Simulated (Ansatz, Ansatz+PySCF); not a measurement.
```xyz
2

H     0.0000    0.0000   -1.4907
F     0.0000    0.0000    0.1656
```

Basis set: 6-31G (spherical functions). Frozen core: 1 orbital. Charge 0, multiplicity 1.

Computed with Ansatz (development build ahead of 0.2.0); each method stands on the lowest determinant of its kind that the runs found. Restricted open shells among the atoms or ions are ROHF, correlated in semicanonical orbitals with singles. Restricted functionals stand beside restricted open-shell atoms, which can lie above the unrestricted atoms usual in DFT and then raise those values.

The atomization energy at this shape (free ground-state atoms in the same class of orbitals less the molecule, no zero-point energy) of singlet HF:

| method | atomization energy |
| --- | --- |
| PBE0 (unrestricted) | 1.49 eV |
| PBE0 (restricted) | 1.42 eV |
| RHF-CCSD(T) | 1.51 eV |
| UHF-CCSD(T) | 1.49 eV |
| RHF-MP2 | 1.24 eV |
| RHF | -1.15 eV |
| UHF | 0.27 eV |

What does UHF-MP2 give?

0.62 eV. Caution: the shape is not the minimum. Caution for PBE0 (unrestricted), UHF-CCSD(T), UHF-MP2, UHF: the unrestricted determinant is spin contaminated. Caution for RHF-CCSD(T), RHF-MP2, RHF: an unrestricted determinant lies well below. Caution for RHF-CCSD(T), UHF-CCSD(T), RHF-MP2, UHF-MP2: large amplitudes, a single reference is doubtful. Caution for RHF-CCSD(T): the amplitudes may be one of several solutions. Caution for UHF-CCSD(T), UHF-MP2: a plain start can end on a higher determinant. Caution for UHF-MP2: another reference gives a lower total. Caution for RHF: the molecule lies well above its atoms at this level.

This basis has no polarisation functions and is too small for such energies, which can lie far from measured ones in either direction.
